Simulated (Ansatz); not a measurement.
Gas-phase reaction R1 + R2 → P1 + P2, each structure at its B3LYP-D3(BJ)/def2-TZVP stationary point, reached from a drawn start (curvature not checked).
R1: H atom, charge 0, multiplicity 2.
P1, H2 (SMILES [H][H]) (charge 0, multiplicity 1, Z-matrix in Å and degrees):
```
H
H 1 0.7440
```
R2, C2H6O (SMILES COC) (charge 0, multiplicity 1):
```csv
atom,x (Å),y (Å),z (Å)
C,1.1684,0.0559,-0.0835
O,-0.0359,0.2560,-0.7878
C,-1.1724,-0.0275,-0.0041
H,1.2719,-0.9863,0.2472
H,1.2303,0.7066,0.7993
H,1.9868,0.2968,-0.7603
H,-1.1789,-1.0737,0.3303
H,-2.0498,0.1529,-0.6234
H,-1.2205,0.6192,0.8824
```
P2, C2H5O (SMILES [CH2]OC) (charge 0, multiplicity 2):
```
atom    x (Å)    y (Å)    z (Å)
----  -------  -------  -------
C      0.9914  -0.0257  -0.2383
O     -0.0929   0.7510   0.2488
C     -1.2480   0.0742   0.4370
H      0.7340  -0.4907  -1.1955
H      1.8310   0.6516  -0.3775
H      1.2614  -0.8043   0.4807
H     -1.4039  -0.8491  -0.1094
H     -2.0730   0.6931   0.7542
```

P less R. No zero-point or thermal terms; singlets are restricted closed shells; open shells are unrestricted.

Correlated levels freeze the cores.

Programs: Ansatz (Gaussian orbitals). No computed number here is a measurement.

The comparison value is -5.86 kcal/mol (CCSD(T)/cc-pVTZ). It is a level with limits of its own, not the exact answer.

Problem. Order these levels by how close they come to the comparison value for the reaction energy, closest first: BHLYP/def2-TZVPP, revPBE/def2-TZVPP, B97M-V/def2-TZVPP, r2SCAN/def2-TZVPP, B2PLYP/def2-TZVPP. Give each level's value less the comparison value.

Solution. B97M-V/def2-TZVPP (0.13 kcal/mol), B2PLYP/def2-TZVPP (-1.42 kcal/mol), BHLYP/def2-TZVPP (-2.36 kcal/mol), revPBE/def2-TZVPP (-3.07 kcal/mol), r2SCAN/def2-TZVPP (-3.53 kcal/mol)

Ansatz is a quantum-chemistry and plane-wave program.
